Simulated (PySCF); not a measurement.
Input of a run (PBE0-D3(BJ)/def2-SVP geometry optimisation, gas phase (PySCF 2.14.0)), started from GFN2-xTB:
```
{"job": {"xc": "PBE0", "basis": "def2-SVP", "d3": "d3bj", "grid": 2, "kind": "geom"}, "charge": 0, "multiplicity": 1}
C     -1.284274     0.577483    -1.242973
C     -0.829387     0.042972    -0.113085
C     -1.728195    -0.704275     0.829181
C      0.573157     0.203436     0.293989
C      0.812320     0.601784     1.717085
C      1.603655     0.017171    -0.551452
C      1.510675    -0.514637    -1.899065
O      2.415442    -0.511965    -2.701137
H     -0.653188     1.159884    -1.891669
H     -2.315117     0.475733    -1.538422
H     -1.285050    -1.662585     1.095933
H     -2.696602    -0.881784     0.369552
H     -1.882551    -0.135890     1.745257
H      0.578771    -0.231510     2.379494
H      1.850654     0.881384     1.872111
H      0.172682     1.438272     1.994414
H      2.612719     0.225480    -0.219046
H      0.535530    -0.974637    -2.151825
```

Output (energies in Eh, forces in Eh/bohr):
```
step   0  E = -347.28990797  max force = 0.011708
step   1  E = -347.29204100  max force = 0.001613
step   2  E = -347.29206689  max force = 0.001276
step   3  E = -347.29207742  max force = 0.002104
step   4  E = -347.29210716  max force = 0.000699
step   5  E = -347.29211105  max force = 0.000404
optimisation converged
```

Problem. Summarise the run.

Solution. The energy falls by 5.8 kJ/mol over 6 energy and gradient evaluations, the largest force component goes from 0.0117 to 4.0e-04 Eh/bohr, and the atoms move by 0.084 Å rms after alignment. Among the bonds, C1–H9 and C1–H10 change most and about equally (+0.016 to +0.017 Å). Bonds longer at the end by more than 0.005 Å: 14 of 17; shorter: 0. The energy never rose by more than 1e-6 Eh on the way. The first step brought 97 % of the lowering.

Problem. What are the final bond lengths?

Solution. C1=C2 1.342 Å, C2–C3 1.503 Å, C2–C4 1.482 Å, C4–C5 1.500 Å, C4=C6 1.353 Å, C6–C7 1.467 Å, C7=O8 1.210 Å, C1–H9 1.093 Å, C1–H10 1.094 Å, C3–H11 1.102 Å, C3–H12 1.098 Å, C3–H13 1.102 Å, C5–H14 1.103 Å, C5–H15 1.098 Å, C5–H16 1.102 Å, C6–H17 1.096 Å, C7–H18 1.117 Å. Numbering counts from 1 in the input's order; the species is `C(=C(/C(C)=C)C)/C=O`.

The run used 162 basis functions and 48 SCF cycles in all. Time: 44 s; peak memory 0.77 GiB. Hardware: one thread, AMD EPYC 9R45 (x86_64), shared host with 96 logical CPUs at a one-minute load of 40.

No frequency check. One conformer, not necessarily the lowest.

The values belong to the conformer `[CH2:1]=[C:2]([CH3:3])/[C:4]([CH3:5])=[CH:6]\[CH:7]=[O:8]`: C1–C2–C4–C5 129°, C4–C6–C7–O8 175°.
